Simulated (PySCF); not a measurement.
Simulation results for CH₄GeOSi

Calculation on a computer-drawn molecule: the log of a Hartree-Fock and frozen-core CCSD(T) single point meant for a local Hartree-Fock minimum, with one planted fault or none, to be diagnosed. Offsets are logged minus clean, where the clean run is the same molecule without the fault. The reference is restricted for singlets and unrestricted otherwise, and also for a bond in bohr or an excited solution. Adding or removing an electron swaps singlet and doublet. The excited solution moves the top pair (singlet) or top alpha electron (doublet) to the lowest empty orbital. Highest occupied and lowest empty are orbital energies over both spins, largest force is the largest gradient component, triples share is (T) over the correlation energy, the T1 limit is 0.02 restricted and 0.045 unrestricted, electrons count all cores, a negative frequency is imaginary (commonest isotopes), and the dipole is about the centre of nuclear charge; on germanium a core potential holds 10 electrons, which the energies leave out, and 3d is frozen in MP2 and coupled-cluster steps. Program: PySCF 2.14.0.

```xyz
8
formula=CH4GeOSi meant_charge=0 meant_multiplicity=1 meant_basis=cc-pV(D+d)Z meant_basis_and_core_potential_on_germanium=cc-pVDZ-PP_ECP10MDF logged_electrons=64 logged_basis_functions=94 logged_SCF_converged=yes logged_spin_squared=2.3457 logged_highest_occupied=-8.3654 logged_lowest_empty=-0.33142 logged_largest_force=0.040451 logged_T1_diagnostic=0.057897 logged_D1_diagnostic=0.25167 logged_triples_share=0.036435 logged_CC_converged=yes logged_dipole_magnitude=3.8715 logged_SCF_stable_within_its_kind=yes logged_energy_HF=-697.25924 logged_energy_CCSD(T)=-697.80962 possible_faults=no_fault,one_electron_removed,one_electron_added,multiplicity_raised_by_two,geometry_at_a_saddle_point,SCF_held_on_an_excited_solution,minimal_basis_STO-3G,one_bond_length_entered_in_bohr,all_coordinates_scaled planted_fault=multiplicity_raised_by_two HF_energy_offset_from_clean_run=9.838 CCSD(T)_energy_offset_from_clean_run=23
C      1.1936     1.4529    -0.4801
Si     0.7545     0.0009     0.6768
Ge    -1.3608     0.9631     1.5188
O     -2.6940     0.9373     0.5834
H      0.3724     1.6374    -1.1830
H      1.3476     2.3843     0.0779
H      2.1009     1.2393    -1.0489
H     -1.4555     1.5287     2.9575
```

Units: logged_highest_occupied, logged_lowest_empty in eV; logged_largest_force in hartree/bohr; logged_dipole_magnitude in debye; logged_energy_HF, logged_energy_CCSD(T) in hartree; HF_energy_offset_from_clean_run, CCSD(T)_energy_offset_from_clean_run in kcal/mol.

Drawn bonds:
```tsv
atom	other atom	order
1	2	1
2	3	1
3	4	2
1	5	1
1	6	1
1	7	1
3	8	1
```

Notes: T1 above single-reference limit.
